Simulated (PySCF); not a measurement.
## Polarisability and C₆ of Si (silicon, neutral)

[Ne] 3s2 3p2, high-spin 3P determinant. Computed with PySCF 2.14 in aug-cc-pV(D+d)Z (5s4p3d, 32 functions), with the non-relativistic Hamiltonian (point nucleus). Coupled (time-dependent) response in atomic units; α is the mean over directions.

| method | mean α (bohr³) | α xx, yy, zz | C₆ (like pair) | S(−4) |
| --- | --- | --- | --- | --- |
| UHF | 37.29 | 31.58, 40.15, 40.15 | 310.3 | 488.6 |
| PBE | 39.49 | 32.02, 43.23, 43.23 | 328.9 | 623.7 |
| PBE0 | 38.30 | 31.67, 41.62, 41.62 | 317.8 | 553.1 |
| TPSSh | 38.59 | 31.91, 41.92, 41.92 | 325.5 | 546.0 |
| BLYP | 39.72 | 31.90, 43.62, 43.62 | 328.8 | 655.6 |

S(−4) is the Cauchy moment in α(ω) = α(0) + S(−4) ω² + …

Reference α: 37.3 ± 0.7 bohr³ (recommended; Schwerdtfeger and Nagle, table of static dipole polarizabilities (2023 update)). Published C₆: 305.0 (Chu and Dalgarno (2004); Tang, Norbeck and Certain (1976)).

α(iu) at BLYP:

```
u (hartree)  α(iu) (bohr³)
          0          39.72
     0.0500          38.17
      0.100          34.43
      0.200          25.62
      0.300          18.47
      0.500          10.06
      0.750          5.441
       1.00          3.366
       1.50          1.667
       2.00          1.015
       3.00         0.5171
       5.00         0.2308
```

A single London oscillator, α(iu) = α/(1 + u²/ω²), gives C₆ = (3/4) ω α². Matching the computed C₆ needs ω = 4 × 328.8 / (3 × 39.72²) = 0.278 hartree.

The components differ because the open shell of this determinant is not spherical; for a pure term their mean is the scalar polarisability.
